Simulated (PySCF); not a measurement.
# Correlation energy of Rb- (rubidium, charge -1)

[Kr] 5s2, closed-shell 1S. Computed with PySCF 2.14 in x2c-QZVPPall with one added diffuse shell each of s, p, d, f, g type (14s9p8d4f3g, 136 functions), with the spin-free X2C one-electron Hamiltonian (Gaussian nucleus). Frozen: [Kr]; 2 electrons correlated.

With two correlated electrons CCSD is exact within the correlated space (frozen core and kept virtual orbitals).

```
level  correlation energy (mhartree)
 CCSD                         -20.17
```

Diagnostics: T1 = 0.044, D1 = 0.0619, largest double amplitude 0.147.

T1 exceeds 0.03, a sign that the reference determinant is poor.

Cost of the coupled-cluster step: of the order of 24 core-seconds, for 2 correlated electrons.
